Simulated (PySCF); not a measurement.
Isomers of CH6Si2. All species are isolated molecules in the gas phase. Strings in code marks are SMILES.

The dipole moment from two functionals at the same geometries (PBE0-D3(BJ)/def2-TZVP), both in PySCF: PBE-D3(BJ)/def2-TZVP and PBE0-D3(BJ)/def2-TZVP. 

```tsv
species	PBE-D3(BJ)/def2-TZVP (D)
`[SiH](C)=[SiH2]`	1.41
`C=[SiH][SiH3]`	0.58
`C1[SiH2][SiH2]1`	0.52
`[SiH2]=C[SiH3]`	1.59
```

What does PBE0-D3(BJ)/def2-TZVP give for each?


- `[SiH](C)=[SiH2]`: 1.39
- `C=[SiH][SiH3]`: 0.71
- `C1[SiH2][SiH2]1`: 0.46
- `[SiH2]=C[SiH3]`: 1.78
Over these rows, drawn at random from the members with no instability flagged (it was tested for open shells, ions and some series alone), PBE minus PBE0-D3(BJ): mean -0.06 D, from -0.19 D to +0.06 D.
